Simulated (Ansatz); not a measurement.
```yaml
atoms:
  - { symbol: N, position_ang: [0.0000, 0.0000, -0.1413] }
  - { symbol: H, position_ang: [0.0000, 0.0000, 0.9892] }
```

Basis set: 6-31G* (spherical functions). Correlated methods keep 1 orbital frozen. Charge 0, multiplicity 3.

Computed with Ansatz (development build ahead of 0.2.0); each method stands on the lowest determinant of its kind that the runs found.

(1) Give the atomization energy at this shape (free ground-state atoms in the same class of orbitals less the molecule, no zero-point energy) of triplet NH by UHF-MP2, UHF.

Results:

(1)

```tsv
method	atomization energy
UHF-MP2	61.49 kcal/mol
UHF	42.82 kcal/mol
```
